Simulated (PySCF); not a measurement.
**Static response to an electric field**

W(CH)(NH2)3, CH7N3W (singlet state).
Cartesian coordinates in Å at the PBE0-D3(BJ)/def2-SVP level; atoms count from 1:
```
atom  x, y, z in Å
W1     0.0085   -0.0045    0.0378
C2     0.0116    0.0071    1.7811
H3     0.0139    0.0151    2.8739
N4     1.9182   -0.0401   -0.4093
H5     2.2483   -0.0602   -1.3728
H6     2.7088   -0.0524    0.2247
N7    -0.9213    1.6620   -0.4173
H8    -1.3038    2.3561    0.2144
H9    -1.0835    1.9455   -1.3822
N10   -0.9728   -1.6471   -0.3939
H11   -1.1432   -1.9411   -1.3542
H12   -1.3694   -2.3230    0.2488
```

Level: wB97X-D/def2-SVPD (PySCF), static field, nuclei fixed, core orbitals frozen in the response. The polarisability tensor in these axes (au):

```
x   80.22 -0.04  0.01
y   -0.04 80.24  0.03
z    0.01  0.03 83.47
```

Question: What are the eigenvalues, a third of the trace, and Δα (Δα² = ½Σ(αi − αj)² over the three pairs)?

Answer: Principal values 80.18, 80.27 and 83.47 au; mean 81.31 au = 12.05 Å³ = 13.41 × 10⁻⁴⁰ C²·m²/J; Δα = 3.25 au (4 % of the mean).

Question: What is the dipole moment, and where does it point?

Answer: (0.01, -0.04, -2.30) D, 2.30 D in size, pointing from the negative to the positive side. Measured along this direction, the outermost atoms are H3 at the negative end and H11, H5 and H9 at the positive end.

Question: What depolarisation ratio follows for Rayleigh scattering of linearly polarised light, taking the static tensor?

Answer: ρ = 3Δα²/(45ᾱ² + 4Δα²) = 31.7/(297499 + 42.2) ≈ 0.000106.

Question: Sum over states: ᾱ = Σ f/ω², ω in Eh. What share falls to these 10 lowest TDDFT singlets (eV, f)? 4.53, 0.0000; 4.85, 0.0001; 4.85, 0.0001; 5.16, 0.0090; 5.17, 0.0090; 5.35, 0.0000; 5.50, 0.0406; 5.93, 0.0798; 5.93, 0.0799; 6.10, 0.0000.

Answer: They add up to 4.87 au, 6.0 % of the 81.31 au; the largest single term is 1.68 au, from the state at 5.93 eV. Terms in order: 0.00, 0.00, 0.00, 0.25, 0.25, 0.00, 0.99, 1.68, 1.68, 0.00 au. Higher excitations give the rest. The strengths listed sum to 0.219.

Question: Find the Langevin capture rate constant for H3O+ (19.018 u) meeting this molecule (245.015 u), k = 2.342 × 10⁻⁹ cm³/s × √(α in Å³ / reduced mass in u).

Answer: The reduced mass is 17.65 u, so k = 1.94 × 10⁻⁹ cm³/s. The formula leaves out the permanent dipole, which adds to the capture rate.

Question: How large is μ²/3kT at 298 K beside α?

Answer: In Gaussian units μ²/3kT = 42.87 Å³ against 12.05 Å³, a ratio of 3.56; the Debye molar polarisation (4π/3)N_A(α + μ²/3kT) is 138.5 cm³/mol, leaving out the vibrational part.

Geometry: PBE0-D3(BJ)/def2-SVP; no solvent, vibrations or thermal averaging. Atoms past krypton carry effective core potentials; spin–orbit coupling is left out.

wB97X-D is run here without its empirical dispersion term; that term would change no orbital, density or response property at a fixed geometry.
